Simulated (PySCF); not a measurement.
Below is a simulated gas-phase C 1s photoelectron spectrum of 2-octanol (`C(C)CCCC[C@@H](O)C`).

Every computed line was given a Gaussian of 0.7 eV full width at half maximum and an area set by the number of equivalent atoms; the highest printed point is 100. Theory: delta-SCF UKS SCAN, pcX-2 on the ionised atom, pcseg-1 elsewhere, spin-free X2C in PySCF 2.14.0.

(binding energy (eV), intensity): (289.3, 0), (289.4, 0), (289.5, 1), (289.6, 3), (289.7, 7), (289.8, 14), (289.9, 25), (290.0, 40), (290.1, 59), (290.2, 79), (290.3, 93), (290.4, 100), (290.5, 96), (290.6, 83), (290.7, 65), (290.8, 46), (290.9, 29), (291.0, 17), (291.1, 9), (291.2, 5), (291.3, 4), (291.4, 5), (291.5, 7), (291.6, 10), (291.7, 12), (291.8, 14), (291.9, 15), (292.0, 14), (292.1, 11), (292.2, 8), (292.3, 5), (292.4, 3), (292.5, 2), (292.6, 1), (292.7, 0), (292.8, 0), (292.9, 0)

Question: Count the maxima, the lines and the sites behind this envelope.

Answer: The curve has 2 maxima (at 290.4 and 291.9 eV). Under it lie 8 lines from 8 inequivalent carbon sites. At this width some lines have no maximum of their own.

Question: Decompose the envelope and assign each component. Numbering: `[CH3:1][CH2:2][CH2:3][CH2:4][CH2:5][CH2:6][C@H:7]([CH3:8])[OH:9]`.

Answer: 
| position (eV) | relative area | line | atoms | environment |
| --- | --- | --- | --- | --- |
| 290.33 | 1 | C 1s | C3 | chain CH2 carbon |
| 290.34 | 1 | C 1s | C6 | chain CH2 carbon |
| 290.34 | 1 | C 1s | C4 | chain CH2 carbon |
| 290.41 | 1 | C 1s | C5 | chain CH2 carbon |
| 290.45 | 1 | C 1s | C2 | chain CH2 carbon |
| 290.51 | 1 | C 1s | C1 | methyl carbon |
| 290.53 | 1 | C 1s | C8 | methyl carbon |
| 291.88 | 1 | C 1s | C7 | carbinol carbon (C–OH) |

The listed C 1s values span 1.55 eV, from C3 (bonded to 2 C and 2 H) to C7 (bonded to O, 2 C and H). The widest gap between neighbouring values is 1.35 eV, between 290.53 and 291.88 eV. Summing the Pauling electronegativity differences to the bonded atoms, each weighted by its formal bond order, gives -0.70 for the lowest site and +0.54 for the highest; no listed site has a larger sum than the highest. The smallest sum, -1.05, belongs to C1, 0.18 eV above the lowest. The values 290.33, 290.34 and 290.34 eV; the values 290.41 and 290.45 eV; the values 290.51 and 290.53 eV lie too close for their order to be trusted.

No satellites, vibrations or lifetime broadening are included. Geometry: PBE0-D3(BJ)/def2-SVP, one conformer, isolated molecule.
